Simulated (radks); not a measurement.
Q: These are the eigenvalues of the occupied orbitals of an atom or ion with whole-number occupations (eV). All-electron calculation, Dirac Kohn-Sham, PBE, spin-unpolarised, spherical densities, finite nucleus; Fermi nuclear charge, rms radius of each element as measured or else 0.836 A^(1/3) + 0.57 fm. Program: a radial shooting solver on a logarithmic mesh with Libxc functionals.

1s1/2: -37556.70
2s1/2: -6210.939
2p1/2: -5870.454
2p3/2: -5488.512
3s1/2: -1559.943
3p1/2: -1417.280
3p3/2: -1342.835
3d3/2: -1093.422
3d5/2: -1077.474
4s1/2: -536.8424
4p1/2: -483.0988
4p3/2: -465.5874
4d3/2: -376.2147
4d5/2: -372.8817

Which element is it, and in what charge state? The configuration may be excited. Open shells, if any, fill j = l - 1/2 first.

A: Z = 56, barium, charge +15: Ba15+ in [Kr] 4d5. The list shows which subshells hold electrons but not how many an open one holds; the 1s level, -1380.2 hartree, gives Z - s = 52.5 by -(Z - s)^2/2, which with screening and relativity narrows Z to a few neighbours, and the depths of the outer levels then fix element, charge and occupations together.
